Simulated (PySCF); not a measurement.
**What builds the second ionisation energy along the 5p block**

Calculated with PySCF 2.14 from differences of total energies of unrestricted determinants, without spin-orbit coupling. Each column adds one step, in eV (sums use unrounded values): valence MP2, valence CCSD, valence triples, then the next inner shell at CCSD(T) (In 4s 4p 4d, Sn 4s 4p 4d, Sb 4s 4p 4d, Te 4s 4p 4d, I 4s 4p 4d, Xe 4s 4p 4d). References (NIST) marked * lie between the lowest fine-structure levels; the others compare directly ((s) semi-empirical, (t) theoretical).

```json
{"element": "In [Kr] 4d10 5s2 → [Kr] 4d10 5s1 (aug-cc-pwCVDZ-PP with ECP28MDF, ECP)", "UHF": "17.008", "+ MP2": "0.607", "+ CCSD": "0.277", "+ (T)": "0.000", "+ inner shell": "0.708", "sum": "18.600", "reference": "18.870"}
{"element": "Sn [Kr] 4d10 5s2 5p1 → [Kr] 4d10 5s2 (aug-cc-pwCVDZ-PP with ECP28MDF, ECP)", "UHF": "13.728", "+ MP2": "0.152", "+ CCSD": "0.072", "+ (T)": "0.013", "+ inner shell": "0.056", "sum": "14.021", "reference": "14.282"}
{"element": "Sb [Kr] 4d10 5s2 5p2 → [Kr] 4d10 5s2 5p1 (aug-cc-pwCVDZ-PP with ECP28MDF, ECP)", "UHF": "15.995", "+ MP2": "0.242", "+ CCSD": "0.030", "+ (T)": "0.009", "+ inner shell": "0.057", "sum": "16.333", "reference": "16.626 ± 0.025 *"}
{"element": "Te [Kr] 4d10 5s2 5p3 → [Kr] 4d10 5s2 5p2 (aug-cc-pwCVDZ-PP with ECP28MDF, ECP)", "UHF": "18.347", "+ MP2": "0.325", "+ CCSD": "-0.037", "+ (T)": "0.008", "+ inner shell": "0.060", "sum": "18.703", "reference": "18.6 ± 0.4 *"}
{"element": "I [Kr] 4d10 5s2 5p4 → [Kr] 4d10 5s2 5p3 (aug-cc-pwCVDZ-PP with ECP28MDF, ECP)", "UHF": "17.607", "+ MP2": "0.403", "+ CCSD": "0.036", "+ (T)": "0.013", "+ inner shell": "0.074", "sum": "18.132", "reference": "18.750"}
{"element": "Xe [Kr] 4d10 5s2 5p5 → [Kr] 4d10 5s2 5p4 (aug-cc-pwCVDZ-PP with ECP28MDF, ECP)", "UHF": "20.102", "+ MP2": "0.536", "+ CCSD": "-0.023", "+ (T)": "0.012", "+ inner shell": "0.057", "sum": "20.685", "reference": "20.975 (s) *"}
```

Double-zeta sets recover only part of the correlation energy.

What remains against the references is mostly basis incompleteness and, for starred values, spin-orbit coupling.

**Question.** What share of the correlation contribution for Xe comes from the inner shell?

**Answer.** The four steps add to 0.582 eV, of which the inner shell gives 0.057 eV, or 10 %.
